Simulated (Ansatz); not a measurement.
CH3F2ISi (`C[Si](F)(F)I`), charge 0, multiplicity 1.

Task: Give a relaxed structure at PBE0-D4/def2-TZVP (the Gaussian-basis code of Ansatz). (An estimate is asked.)

Result: Computed: 
Z-matrix (Å, degrees):
```
C
Si 1 1.836
H 1 1.091 2 110.4
H 1 1.093 2 109.7 3 120.0
H 1 1.091 2 110.4 3 -120.1
F 2 1.585 1 110.5 3 -178.8
F 2 1.585 1 110.5 3 -61.3
I 2 2.419 1 113.1 3 59.9
```
Point group Cs.
